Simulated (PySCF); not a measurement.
# Stretching GeH⁺

Set-up: basis Ge cc-pVTZ-PP with ECP10, H cc-pVTZ; scalar-relativistic core potentials; PySCF 2.14. Energies in eV from Ge⁺ + H in their ground configurations at the same level. All curves are PBE0. state 1: ¹Σ⁺ (singlet), closed shell; state 2: ³Π (triplet), unpaired electrons σ ↑, π ↑, a second solution, started from another occupation.

```tsv
R (Å)	state 1	state 2
1.367	-2.482	-0.1591
1.431	-2.747	-0.4100
1.495	-2.901	-0.5690
1.542	-2.958	-0.6436
1.590	-2.975	-0.6896
1.638	-2.959	-0.7141
1.701	-2.897	-0.7231
1.781	-2.767	-0.7100
1.876	-2.560	-0.6757
2.003	-2.229	-0.6185
```

Problem. Put a parabola through the three lowest points of the state 1 curve and estimate Re, k and ωe (reduced mass 0.9943 u; 1 eV/Å² = 0.16022 mdyn/Å; ωe = 1302.8·√(k/μ) cm⁻¹).

Solution. Through R = 1.542, 1.59, 1.638 Å the second-order coefficient is 7.16 eV/Å², so Re ≈ 1.591 Å, k ≈ 2.29 mdyn/Å and ωe ≈ 1979 cm⁻¹. A polynomial fit of higher order to the unrounded PBE0 energies gives Re = 1.589 Å, k = 2.33 mdyn/Å, ωe = 1995 cm⁻¹; anharmonicity and rounding make the difference.

The higher-order fit for each curve: state 1: Re = 1.589 Å, ωe = 1995 cm⁻¹, De = 2.98 eV; state 2: Re = 1.696 Å, ωe = 1114 cm⁻¹, minimum 0.72 eV below the ground-state fragments.

For an ion De counts to the pair picked by the measured ionisation energies or electron affinities, which need not be the lowest pair at this level.
